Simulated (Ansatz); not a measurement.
CHCl₂ (SMILES Cl[CH-]Cl), charge -1, singlet, geometry from GFN2-xTB (a gas-phase anion, which may not be bound at this level); BLYP/6-31G** in Ansatz (a program for electronic structure).

Here is a job for Ansatz.
Ansatz 0.2 input:
```yaml
crystal:
  periodic: [false, false, false]
  atoms:
    - {symbol: C, position_ang: [-0.12314110, -0.01095061, 0.90506640]}
    - {symbol: Cl, position_ang: [-0.00135195, 1.46667290, -0.18181659]}
    - {symbol: Cl, position_ang: [-0.00783095, -1.46169315, -0.21812909]}
    - {symbol: H, position_ang: [0.89495595, -0.01895205, 1.36867808]}
basis:
  gaussian:
    orbitals: 6-31G__.json
hamiltonian:
  xc: blyp
total_charge: -1
```
The basis file holds 6-31G** in the JSON format of the Basis Set Exchange.

It wrote (shortened):

```
Functional definition: BLYP
671 factors; their error is unknown
mean field evaluation 1: about -26094.1898 eV, gradient 2.6e1 eV
mean field evaluation 2: about -26090.4918 eV, gradient 4.1e1 eV
mean field evaluation 4: about -26095.8697 eV, gradient 2.4e0 eV
mean field evaluation 8: about -26095.8506 eV, gradient 5.3e-2 eV
mean field -26095.85060624 eV, -959.0048213765 hartree, gradient 6.9e-5 eV, S^2 0.000000; 0 other end points of the search recorded, 0 dependent functions left out
reference -26095.85088293 eV, -959.0048315445 hartree; 21, 21 occupied and 37, 37 virtual orbitals, 671 factors
Total energy: -26095.85088293 eV, -959.0048315445 hartree
```
